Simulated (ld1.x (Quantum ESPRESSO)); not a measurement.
# Which change was made? (O, TM)

oxygen (O), norm-conserving Troullier–Martins (Kleinman–Bylander form), made with ld1.x (Quantum ESPRESSO) 7.5 (LDA (PZ), non-relativistic). Core [He], reference 2s2 2p4. Waves: 2s (bound): rc 0.85 bohr; 2p (bound): rc 1.70 bohr. Local part: the p channel. Core correction: a·sin(br)/r model core inside 0.65 bohr.

Cutoffs, loose and tight: the cutoffs (Ry, on a coarse ladder) from which the occupation-weighted sum of valence levels, in a spherical-Bessel basis at the reference potential, stays within 10 and 1 mRy of its value at 400 Ry. They do not see the model core or the augmentation charge, which bear on the density cutoff. Test errors are all-electron minus pseudo excitation energies from the reference, over the configurations 2s2 2p3; 2s2 2p2; 2s2 2p1; 2s2 2p4.3; 2s1 2p5; 2s2 2p3.5; 2s0 2p6 (two spin-polarised tests are not counted in the largest error); variants that change the core or the reference have their own tests.

The base gives: outcome: generated; cutoff, loose: 80 Ry; cutoff, tight: 180 Ry; bound ghosts: none; largest test error (meV): +1024.

After one change the result is: outcome: generated; cutoff, loose: 160 Ry; cutoff, tight: over 300 Ry; bound ghosts: none; largest test error (meV): +383. Which change was it?
A. all radii but the core radius scaled by about 1.29 (s 1.10, p 2.20 bohr)
B. all radii but the core radius scaled by about 0.76 (s 0.64, p 1.30 bohr)
C. all radii but the core radius scaled by about 0.89 (s 0.76, p 1.52 bohr)

B. The others give: all radii but the core radius scaled by about 1.29 (s 1.10, p 2.20 bohr) → outcome: generated; cutoff, loose: 50 Ry; cutoff, tight: 120 Ry; bound ghosts: none; largest test error (meV): +3030 | all radii but the core radius scaled by about 0.89 (s 0.76, p 1.52 bohr) → outcome: generated; cutoff, loose: 80 Ry; cutoff, tight: 200 Ry; bound ghosts: none; largest test error (meV): +673.
